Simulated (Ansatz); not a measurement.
`CO[Si]F` + H–F → `F[Si]F` + CH₃OH at 298.15 K and 1 bar (ligand exchange at the Si–O bond).

Calculated with Ansatz (gas phase, PBE0-D4/def2-TZVP geometries, no zero-point term in ΔE). CCSD(T)/CBS adds triple-zeta CCSD(T) − MP2 to the extrapolated MP2 energy (def2 sets, frozen cores). This one scheme is used for every species. One conformer a species, not always the lowest.

```
  species  CCSD(T)/CBS energy (Eh)  H − E (kJ/mol)  S (J/(mol·K))
`CO[Si]F`               -503.96814           134.5          307.8
      H–F               -100.39570            33.5          173.6
 `F[Si]F`               -488.75686            23.6          256.9
    CH₃OH               -115.61712           146.3          238.2
```

H − E and S are ideal-gas, rigid-rotor, harmonic terms from PBE0-D4/def2-TZVP, for one conformer and one mirror image of each species. 1 Eh = 2625.50 kJ/mol, R = 8.31446 J/(mol·K).

Task: By hand: ΔE, ΔH, ΔS and ΔG.

Result: ΔE = (-488.75686) + (-115.61712) − (-503.96814) − (-100.39570) = -0.01014 Eh = -26.6 kJ/mol. Δ(H − E) = 23.6 + 146.3 − 134.5 − 33.5 = 1.9, so ΔH = -24.7 kJ/mol. ΔS = 256.9 + 238.2 − 307.8 − 173.6 = 13.7 J/(mol·K). ΔG = -24.7 − 298.15 × (13.7)/1000 = -28.8 kJ/mol.

Task: By hand: the equilibrium constant, and the temperature at which ΔG would vanish if ΔH and ΔS stayed fixed.

Result: log₁₀ K = −ΔG/(RT ln 10) = 5.0. ΔH and −TΔS have one sign here, so there is no such temperature.

The number of gas molecules stays the same, so ΔS is small and ΔH decides. A doubt of 5 kJ/mol in ΔE shifts log₁₀ K by 0.9 here. Other conformers and mirror images would add mixing entropy, several J/(mol·K) or more a flexible species. These are equilibria of isolated gas molecules and say nothing of rates. Largest T1 diagnostic: 0.015 (customary marks: 0.02 for closed shells, 0.045 for open ones).
